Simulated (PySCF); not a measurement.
An excited-state job on `C#C/P=C(\F)N(C)C`.

Computed with TDDFT CAM-B3LYP/def2-SVPD, vertical, gas phase, core orbitals frozen in the response (PySCF 2.14.0, density-fitted response routines). Geometry: GFN2-xTB. The input is one job of a driver script: a line of settings, then coordinates in Å.

Command:
```bash
OMP_NUM_THREADS=1 python probes_run.py task.json out
```

Input:
```
{"job": {"kind": "uv", "xc": "CAM-B3LYP", "basis": "def2-SVPD", "nstates": 8, "ntriplets": 3}, "charge": 0, "multiplicity": 1}
C      3.997440     0.044781     0.929965
C      2.814829    -0.080663     1.118656
P      1.131148    -0.259726     1.571661
C      0.465481    -0.268294    -0.003433
F      1.228285    -0.117204    -1.105254
N     -0.848936    -0.466663    -0.280756
C     -1.744257    -0.560014     0.841388
C     -1.422232    -0.106697    -1.554850
H      5.020477     0.151207     0.716450
H     -2.720600    -0.889693     0.492302
H     -1.353657    -1.288002     1.555571
H     -1.850597     0.401112     1.357918
H     -1.866108     0.894991    -1.521513
H     -2.199256    -0.827669    -1.813488
H     -0.656431    -0.125133    -2.326529
```

Problem. What does the run print?

Solution. 
```
coarse grid: 13544 points
cycle   1  E = -689.8963351479  dE =  1.246e+00  |g| = 5.991e-01  |ddm| = 7.413e+00
cycle   2  E = -689.8333504580  dE =  6.298e-02  |g| = 8.411e-01  |ddm| = 2.074e+00
cycle   3  E = -689.9869494930  dE = -1.536e-01  |g| = 7.376e-02  |ddm| = 1.005e+00
cycle   4  E = -689.9880387611  dE = -1.089e-03  |g| = 4.678e-02  |ddm| = 1.964e-01
cycle   5  E = -689.9885311835  dE = -4.924e-04  |g| = 1.075e-02  |ddm| = 8.913e-02
cycle   6  E = -689.9885615782  dE = -3.039e-05  |g| = 3.343e-03  |ddm| = 2.468e-02
cycle   7  E = -689.9885655494  dE = -3.971e-06  |g| = 1.018e-03  |ddm| = 7.938e-03
final grid: 128168 points
cycle   8  E = -690.0872361429  dE = -3.593e-05  |g| = 4.105e-03  |ddm| = 8.175e-02
cycle   9  E = -690.0872353730  dE =  7.699e-07  |g| = 4.897e-03  |ddm| = 1.270e-02
cycle  10  E = -690.0872399487  dE = -4.576e-06  |g| = 6.077e-04  |ddm| = 4.799e-03
cycle  11  E = -690.0872400330  dE = -8.431e-08  |g| = 2.303e-04  |ddm| = 1.049e-03
cycle  12  E = -690.0872400482  dE = -1.523e-08  |g| = 6.643e-05  |ddm| = 4.918e-04
cycle  13  E = -690.0872400499  dE = -1.610e-09  |g| = 3.488e-05  |ddm| = 1.468e-04
cycle  14  E = -690.0872400504  dE = -5.475e-10  |g| = 8.992e-06  |ddm| = 9.858e-05
converged SCF energy = -690.0872400504

Static polarisability (au): isotropic 102.573, principal 65.255 87.713 154.750

Singlet excitations
state   eV       nm        f      main configurations
  1   4.4306    279.8   0.37396   H->L 0.94
  2   4.9585    250.0   0.00530   H->L+2 0.36, H->L+3 0.36, H->L+1 0.17
  3   5.2631    235.6   0.01298   H-1->L 0.35, H->L+1 0.32, H->L+2 0.18
  4   5.3965    229.7   0.02132   H-1->L 0.57, H->L+1 0.19, H->L+2 0.12
  5   5.7584    215.3   0.00434   H->L+3 0.28, H->L+1 0.21, H->L+6 0.09
  6   6.2578    198.1   0.07188   H->L+7 0.25, H-1->L+3 0.18, H-2->L 0.18
  7   6.4572    192.0   0.00005   H->L+4 0.57, H->L+3 0.20
  8   6.5864    188.2   0.00839   H->L+6 0.21, H->L+4 0.17, H->L+2 0.17

Triplet excitations (Tamm-Dancoff, eV): 2.5692 4.6102 4.9054
```

The SCF starts on a coarse grid where the log names one; the energy can jump when the final grid takes over, and dE then counts from the start density on the new grid. H and L stand for HOMO and LUMO; the number after each pair is its weight.

Problem. How does the lowest singlet excitation compare with the HOMO–LUMO gap?

Solution. HOMO -6.87 eV and LUMO 0.13 eV give a gap of 7.00 eV; S1 at 4.43 eV lies 2.57 eV below it.

Problem. Give the mean polarisability as a volume in Å³, and the ratio of the largest to the smallest principal value.

Solution. 102.573 au × 0.148185 = 15.20 Å³; 154.750/65.255 = 2.37.

In short: HOMO -6.87 eV, LUMO 0.13 eV; lowest singlet 4.43 eV; lowest triplet 2.57 eV (Tamm–Dancoff); mean polarisability 102.6 au.

Problem. Estimate the wall time. Hardware: one thread of an Arm Neoverse V1, on a shared host. And the peak memory of the process?

Solution. About 68 s (density and orbital grids were written too), with 1.0 GiB resident at the peak, the Python interpreter and its libraries included.
Labels such as C1 count atoms from 1, the log's own numbers from 0.
